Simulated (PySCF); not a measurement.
C4H6Si, SMILES C1=C[SiH2]C=C1.

Coordinates come from a TPSSh-D3(BJ)/def2-SVP optimisation.

Computed with PBE/def2-TZVP (PySCF).

Isolated molecule, no solvent.

**Question.** Estimate the frontier levels, gap, dipole moment and polarisability. (Estimate from the structure and the level; the computed values follow.)

**Answer.** 
```json
{
  "highest_occupied_level": "-5.81 eV",
  "lowest_empty_level": "-2.51 eV",
  "orbital_gap": "3.29 eV",
  "dipole_moment": "0.64 D",
  "quadrupole, principal values (traceless, Buckingham form, about the centre of nuclear charge)": "-5.44, 2.20, 3.24 D·Å",
  "mean_static_polarisability": "70.7 bohr³ (10.47 Å³)",
  "polarisability_principal_values": "49.1, 74.7, 88.2 bohr³"
}
```
